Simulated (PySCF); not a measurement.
(1Z,3Z)-1,4-difluorobuta-1,3-diene (C₄H₄F₂), SMILES F/C=C\C=C/F.

Coordinates come from a PBE0-D3(BJ)/def2-SVP optimisation. One conformer was computed; it need not be the lowest.

Calculation: PySCF 2.14.0 with TDDFT-PBE/def2-SVPD.

Vertical excitations. The molecule is in vacuum. State labels are in the subgroup C2h.

| state | symmetry | energy (eV) | λ (nm) | f | main pairs |
|---|---|---|---|---|---|
| S1 | Bu | 5.43 | 228 | 0.565 | HOMO→LUMO 98 % |
| S2 | Bg | 5.87 | 211 | 0.000 | HOMO→LUMO+1 100 % |
| S3 | Au | 6.16 | 201 | 0.017 | HOMO→LUMO+2 100 % |
| S4 | Ag | 6.26 | 198 | 0.000 | HOMO−1→LUMO 60 %, HOMO→LUMO+3 40 % |
| S5 | Au | 6.51 | 190 | 0.000 | HOMO→LUMO+4 100 % |
| S6 | Au | 7.09 | 175 | 0.001 | HOMO−2→LUMO 100 % |
| S7 | Bg | 7.15 | 173 | 0.000 | HOMO→LUMO+5 98 % |
| S8 | Bg | 7.40 | 168 | 0.000 | HOMO−3→LUMO 99 % |
| S9 | Au | 7.77 | 159 | 0.001 | HOMO−4→LUMO 99 % |
| S10 | Bg | 7.84 | 158 | 0.000 | HOMO→LUMO+6 100 % |
| T1 | Bu | 3.10 | 400 | 0 | HOMO→LUMO 99 % |
| T2 | Ag | 5.27 | 235 | 0 | HOMO−1→LUMO 69 %, HOMO→LUMO+3 30 % |
| T3 | Bg | 5.76 | 215 | 0 | HOMO→LUMO+1 100 % |
| T4 | Au | 6.06 | 205 | 0 | HOMO→LUMO+2 100 % |
Triplets are in the Tamm–Dancoff approximation, which puts them higher than full response would, so one can lie above its singlet here.
